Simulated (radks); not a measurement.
Species: Bi3+. Configuration: [Xe] 4f14 5d10 6s1 6f1 (not the ground configuration). All-electron calculation, Dirac Kohn-Sham, BLYP, spin-unpolarised, spherical densities, finite nucleus; open shells fill j = l - 1/2 first; Fermi nuclear charge, rms radius 5.5211 fm. Program: a radial shooting solver on a logarithmic mesh with Libxc functionals.

Radial electron density D(r) = 4 pi r^2 rho(r):

| r (bohr) | D(r) (e/bohr) |
|---|---|
| 0.0006067 | 6.467 |
| 0.0007177 | 8.317 |
| 0.0008422 | 10.53 |
| 0.0009963 | 13.43 |
| 0.001179 | 17.04 |
| 0.001383 | 21.27 |
| 0.001636 | 26.66 |
| 0.00192 | 32.82 |
| 0.002271 | 40.46 |
| 0.002687 | 49.34 |
| 0.003153 | 58.91 |
| 0.003729 | 69.95 |
| 0.004412 | 81.63 |
| 0.005177 | 92.81 |
| 0.006124 | 103.8 |
| 0.007245 | 113.1 |
| 0.008502 | 119.4 |
| 0.01006 | 122.5 |
| 0.0118 | 121.8 |
| 0.01396 | 117.9 |
| 0.01651 | 112.6 |
| 0.01938 | 108.8 |
| 0.02293 | 109.2 |
| 0.02712 | 116.2 |
| 0.03182 | 128.7 |
| 0.03765 | 144.0 |
| 0.04453 | 154.7 |
| 0.05226 | 155.3 |
| 0.06182 | 145.1 |
| 0.07255 | 131.4 |
| 0.08582 | 124.0 |
| 0.1015 | 130.3 |
| 0.1191 | 143.0 |
| 0.1409 | 147.2 |
| 0.1667 | 131.0 |
| 0.1956 | 104.4 |
| 0.2314 | 85.83 |
| 0.2716 | 87.67 |
| 0.3213 | 98.34 |
| 0.38 | 96.74 |
| 0.446 | 78.11 |
| 0.5276 | 52.84 |
| 0.6241 | 35.64 |
| 0.7323 | 28.91 |
| 0.8663 | 25.76 |
| 1.025 | 21.36 |
| 1.203 | 15.59 |
| 1.423 | 9.739 |
| 1.669 | 5.558 |
| 1.975 | 2.768 |
| 2.336 | 1.215 |
| 2.741 | 0.4691 |
| 3.243 | 0.1285 |
| 3.836 | 0.03046 |
| 4.502 | 0.06233 |
| 5.325 | 0.1634 |
| 6.3 | 0.2302 |
| 7.393 | 0.1862 |
| 8.745 | 0.09414 |
| 10.26 | 0.03114 |
| 12.14 | 0.005758 |
| 14.36 | 0.0005802 |

D(r) has 5 maxima, at r = 0.0106, 0.0486, 0.135, 0.345, 6.30 bohr, and minima at 0.0208, 0.0865, 0.245, 3.96 bohr, inside which lie 2.03, 11.03, 30.02, 79.14 electrons.
